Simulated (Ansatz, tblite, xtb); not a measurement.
CH6FNSn (SMILES [CH3][SnH]([NH2])[F]): the dipole moment, rung by rung

The species is CH6FNSn (10 atoms), meant as a singlet with charge 0. SMILES: `[CH3][SnH]([NH2])[F]`. The shape is that of a PBE0-D4/def2-TZVP optimisation. This is one conformer, not always the lowest.

| atom | x (Å) | y (Å) | z (Å) |
| --- | --- | --- | --- |
| C | -1.0233 | 1.1869 | 0.3056 |
| Sn | -0.0126 | -0.4241 | -0.6328 |
| N | 1.5222 | -1.0852 | 0.4658 |
| F | -1.3086 | -1.8554 | -0.5934 |
| H | -1.1915 | 0.9354 | 1.3529 |
| H | -0.4324 | 2.1007 | 0.2428 |
| H | -1.9853 | 1.3425 | -0.1813 |
| H | 0.4133 | -0.3293 | -2.2803 |
| H | 1.7197 | -0.6107 | 1.3332 |
| H | 2.3816 | -1.3120 | -0.0097 |

Each level gives the dipole moment (D). The values are calculated.

```
                            level            kind  program  value (D)   CPU time
                        IPEA1-xTB  semi-empirical   tblite       5.94  under 2 s
                         GFN2-xTB  semi-empirical   tblite       5.10  under 2 s
                         GFN0-xTB  semi-empirical      xtb       5.54  under 2 s
                         GFN1-xTB  semi-empirical      xtb       5.63  under 2 s
                        HF/STO-3G    Hartree–Fock   Ansatz       2.86      7.1 s
                         HF/3-21G    Hartree–Fock   Ansatz       4.51       10 s
     HF/def2-SVP (core potential)    Hartree–Fock   Ansatz       4.46       16 s
 SVWN5/def2-SVPD (core potential)             LDA   Ansatz       3.98       37 s
r2SCAN/def2-TZVP (core potential)        meta-GGA   Ansatz       3.93       77 s
   PBE0/def2-SVP (core potential)   global hybrid   Ansatz       4.03       25 s
```

All-electron rows without a relativistic Hamiltonian named are non-relativistic, while core potentials hold scalar relativity, so basis and relativity change together. The values span 2.86 to 5.94 D. Sets without polarisation functions give poor dipoles. Without the sets that lack polarisation functions the rows with a basis span only 3.93 to 4.46 D. Times are those of the runs behind each value, whatever else they computed, on shared processors of several kinds: orders of magnitude only.
